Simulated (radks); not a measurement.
Values are calculated unless marked as measured or tabulated.
Effect of the nuclear size on the bromine ion Br3+, [Ar] 3d10 4s2 4p2. Code: a radial shooting solver on a logarithmic mesh with Libxc functionals. Model: Dirac Kohn-Sham, relativistic LDA (MacDonald-Vosko exchange, VWN5 correlation), spin-unpolarised, spherical densities, finite nucleus; open shells are shared between the two j in proportion to 2j + 1; Fermi nuclear charge, rms radius 4.1629 fm. The rms radius is varied about that value; shifts are against it.

rms radius (fm)  total energy shift (eV)  density at nucleus (e/bohr^3)  1s1/2 shift (meV)  2s1/2 shift (meV)  3p1/2 shift (meV)  4s1/2 shift (meV)
3.347                             -0.190                      4.467e+04              -80.4              -8.06              0.135             -0.150
3.7716                           -0.0960                      4.427e+04              -40.6              -4.07              0.068             -0.076
4.1629                                 0                      4.394e+04              0.000              0.000              0.000              0.000
4.4501                            0.0760                      4.372e+04               32.1               3.22             -0.054              0.060
5.1204                             0.272                      4.326e+04                115               11.5             -0.192              0.215

Slopes of the eigenvalues against <r^2> in GHz/fm^2, as finite differences over the two radii next to the reference (eigenvalue slopes, not the field-shift constants of lines): 1s1/2 3150, 2s1/2 316, 3p1/2 -5.28, 4s1/2 5.90.
